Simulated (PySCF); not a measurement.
# SMILES FC(=C=C=C=CF)[SiH3], C$_{5}$H$_{4}$F$_{2}$Si

Geometry:
| atom | x (Å) | y (Å) | z (Å) |
| --- | --- | --- | --- |
| F1 | 4.406 | 0.715 | -0.107 |
| C2 | 3.540 | -0.084 | 0.550 |
| C3 | 2.292 | -0.215 | 0.188 |
| C4 | 1.083 | -0.339 | -0.176 |
| C5 | -0.121 | -0.505 | -0.544 |
| C6 | -1.393 | -0.558 | -0.844 |
| F7 | -1.850 | -1.492 | -1.719 |
| Si8 | -2.759 | 0.581 | -0.167 |
| H9 | 4.003 | -0.586 | 1.388 |
| H10 | -2.103 | 1.519 | 0.739 |
| H11 | -3.726 | -0.278 | 0.516 |
| H12 | -3.371 | 1.240 | -1.320 |

Method used: TDDFT CAM-B3LYP/def2-SVPD circular dichroism and optical rotation, one conformer, gas phase (PySCF). Geometry: GFN2-xTB.

No stereocentre is labelled: unless the shape is locked (an allene, a helicene, a hindered biaryl), the mirror image is equally populated and a measured rotation or CD is zero.

Task: Draw the ECD and absorption spectra from the lowest 12 states, each a Gaussian of half-width 0.35 eV at 1/e height.

Result: 
```tsv
E (eV)	λ (nm)	Δε (L mol⁻¹ cm⁻¹)	ε (L mol⁻¹ cm⁻¹)
3.09	401	+0.02	3.96
3.24	383	+0.05	11.7
3.39	366	+0.11	24.6
3.54	350	+0.17	37.4
3.69	336	+0.20	41.6
3.84	323	+0.18	34.9
3.99	311	+0.12	25
4.14	300	+0.07	25.4
4.29	289	+0.06	47.4
4.44	279	+0.07	86.4
4.59	270	+0.09	115
4.74	262	+0.09	108
4.89	254	+0.05	83.9
5.04	246	+0.01	194
5.19	239	-0.08	1220
5.34	232	-0.43	6210
5.49	226	-1.52	22000
5.64	220	-3.73	54000
5.79	214	-6.30	91800
5.94	209	-7.25	108000
6.09	204	-5.35	88300
6.24	199	-1.82	50000
6.39	194	+0.79	19900
6.54	190	+0.74	6150
6.69	185	-1.54	2390
6.84	181	-3.70	2090
6.99	177	-3.64	2960
7.14	174	-1.03	4820
7.29	170	+2.90	7020
7.44	167	+5.85	7870
```
Δε uses R in velocity form, ε uses f in length form. Only the states computed contribute, so the short-wavelength end is incomplete.

The sign of the CD band at 325 nm isn't settled: the length form gives the opposite one.
